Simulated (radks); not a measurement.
The hydrogen anion H-, [He], held by a Watson sphere: a shell of charge +1 at radius R that stands for the Madelung well of a crystal (potential energy -1/R inside, -1/r outside, in hartree with lengths in bohr). Method: scalar-relativistic Kohn-Sham, LDA (Slater exchange, Perdew-Wang correlation), spin-polarised, spherical densities, point nucleus; computed with a radial shooting solver on a logarithmic mesh with Libxc functionals. Response by self-consistent Sternheimer equations with the Hartree and adiabatic LDA kernel, the relativistic mass of each level held fixed and spin-orbit coupling left out. The sphere does not respond.

R (bohr)  e(1s) (eV)  <r> 1s (bohr)  sum of <r^2> (bohr^2)  X-ray form factor at sin(theta)/lambda = 0.2 1/angstrom  alpha (bohr^3)
1.74          -7.440          1.731                  7.939                                                    0.785           12.89
1.85          -7.171          1.772                  8.321                                                    0.758           14.13
1.89          -7.078          1.786                  8.459                                                    0.749           14.59
2.13          -6.560          1.867                  9.276                                                    0.699           17.54
2.48          -5.912          1.973                  10.43                                                    0.643           22.33
2.85          -5.334          2.072                  11.60                                                    0.600           27.98
3.27          -4.779          2.169                  12.86                                                    0.568           35.14
3.29          -4.755          2.173                  12.91                                                    0.566           35.50
